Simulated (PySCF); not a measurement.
# Two-dimensional NMR puzzle

Compound of formula C6H13BO2. Correlations simulated from computed shifts and the bond graph:

HSQC (one-bond C–H):
```csv
δH,δC
5.95,142.9
5.18,107.4
5.07,107.4
3.77,56.4
1.28,30.1
```

COSY cross peaks (H two or three bonds apart, from the bond graph; peaks can be absent where the dihedral angle is near 90°):
```csv
δH,δH
5.95,5.18
5.95,5.07
5.18,5.07
```

HMBC (two and three bonds, from the bond graph):
```csv
δH,δC
5.95,"107.4, 75.5, 30.1"
5.18,"142.9, 75.5"
5.07,"142.9, 75.5"
4.33,"75.5, 56.4"
1.28,"142.9, 75.5, 30.1"
```

Carbons without hydrogens: δ 75.5.

One computed conformer, fast rotation and ring inversion assumed for equivalent nuclei, no solvent, non-relativistic. KT3/pcSseg-1 with gauge-including orbitals; geometry from PBE0-D3(BJ)/def2-SVP; PySCF.

Referencing at the same level of theory: 1H and 13C vs TMS.

Exchangeable hydrogens are left out of these lists.

Question: Work out the connectivity.

Answer: SMILES CC(C=C)(C)OBOC.

Mapped SMILES: `[CH2:1]=[CH:2][C:3]([CH3:4])([CH3:5])[O:6][BH:7][O:8][CH3:9]`. Each H is labelled by its parent atom. Ha(C1) is cis to C3; Hb(C1) is trans to C3.

1. δC 142.9 is C2, an alkene CH (δH 5.95).
2. δC 107.4 is C1, a terminal =CH2 carbon (δH 5.07, 5.18).
3. δC 75.5 is C3, an allylic fully substituted sp3 carbon bonded to O.
4. δC 56.4 is C9, a methyl carbon bonded to O (δH 3.77).
5. δC 30.1 is C4/C5, a methyl carbon (δH 1.28).
6. HMBC from δH 5.95 reaches the proton-free carbon C3.
7. HMBC from δH 5.18 reaches the proton-free carbon C3.
8. HMBC from δH 5.07 reaches the proton-free carbon C3.
9. HMBC from δH 4.33 reaches the proton-free carbon C3.
10. COSY links 5.95–5.18, 5.95–5.07, 5.18–5.07.

The data come from this structure; uniqueness wasn't tested.

Hydrogens on boron are broadened and split by 11B (spin 3/2, 80 %) and 10B (spin 3). Shifts are as computed, not scaled to solution data. Of 1211 compounds with measured shifts, 218 miss one by over three times the rms of a fit or turn the order of signals round; such compounds aren't used in these exercises.
